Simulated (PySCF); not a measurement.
A structure optimised at B3LYP-D3(BJ)/def2-TZVPD, used in a PySCF frequency run:

```xyz
2

Be     0.0000     0.0000    -0.8825
O      0.0000     0.0000     0.4412
```
Charge 0, spin multiplicity 1.

Task: Write its SMILES, formula and point group.

Result: [Be]=[O], BeO, C∞v

Task: What are its rotational constants (standard atomic weights)?

Result: 50.030 GHz (linear rotor, B only)
